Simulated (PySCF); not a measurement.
Isomers of C6H12Ge. The calculation used PySCF 2.14.0, PBE0-D3(BJ)/def2-SVP geometry optimisation, gas phase. One conformer each; no zero-point energy, no entropy. No frequencies were run at this level. Point groups hold within 0.08 Å.

**Question.** Order them by energy at this level, lowest first, and give relative energies in kJ/mol.
A. `[CH2:1]1[CH2:2][C@H:3]([CH:4]2[CH2:5][CH2:6]2)[GeH2:7]1` with C2–C3–C4–C5 -151°, Ge7–C1–C2–C3 19°, C1–C2–C3–C4 101°, C3–C4–C5–C6 113°, C2–C3–Ge7–C1 15°
B. `[CH2:1]=[C:2]([CH3:3])[C@@H:4]1[CH2:5][C@@H:6]1[GeH3:7]` with C1–C2–C4–C5 -13°
C. `C=[CH][Ge]([CH3])([CH3])[CH]=C` (Ge(vinyl)2Me2)
D. Ge(eta1-allyl)2H2 (`[H][Ge]([H])([CH2]C=C)[CH2]C=C`)
E. `[CH3:1][CH:2]([CH3:3])[CH2:4][C:5]#[C:6][GeH3:7]` with C1–C2–C4–C5 63°
F. `[CH2:1]=[C:2]([CH2:3][GeH3:4])[CH:5]1[CH2:6][CH2:7]1` with C1–C2–C3–Ge4 -112°, C1–C2–C5–C6 83°

**Answer.** C (0.0), A (24.3), D (25.8), B (28.8), F (30.5), E (52.1).

Neighbours under 10 kJ/mol apart ([CH2]1C[C@H](C2CC2)[GeH2]1 and [H][Ge]([H])([CH2]C=C)[CH2]C=C; [H][Ge]([H])([CH2]C=C)[CH2]C=C and C=C(C)[C@@H]1C[C@@H]1[GeH3]; C=C(C)[C@@H]1C[C@@H]1[GeH3] and C=C([CH2][GeH3])C1CC1) can change places with a better method, another conformer or zero-point energy.

| SMILES | E (Eh) | E rel (kJ/mol) | dipole (D) | point group | A, B, C (MHz) |
| --- | --- | --- | --- | --- | --- |
| C=[CH][Ge]([CH3])([CH3])[CH]=C | -2311.85381 | 0.0 | 0.17 | near C2 | 1991, 1667, 1324 |
| [CH2]1C[C@H](C2CC2)[GeH2]1 | -2311.84455 | 24.3 | 0.46 | C1 | 2941, 1396, 1161 |
| [H][Ge]([H])([CH2]C=C)[CH2]C=C | -2311.84399 | 25.8 | 0.79 | C2 | 7967, 700.6, 688.4 |
| C=C(C)[C@@H]1C[C@@H]1[GeH3] | -2311.84284 | 28.8 | 0.99 | C1 | 2551, 1163, 1008 |
| C=C([CH2][GeH3])C1CC1 | -2311.84219 | 30.5 | 0.56 | C1 | 3044, 1001, 828.0 |
| CC(C)CC#[C][GeH3] | -2311.83396 | 52.1 | 1.08 | – | 4108, 545.4, 542.6 |
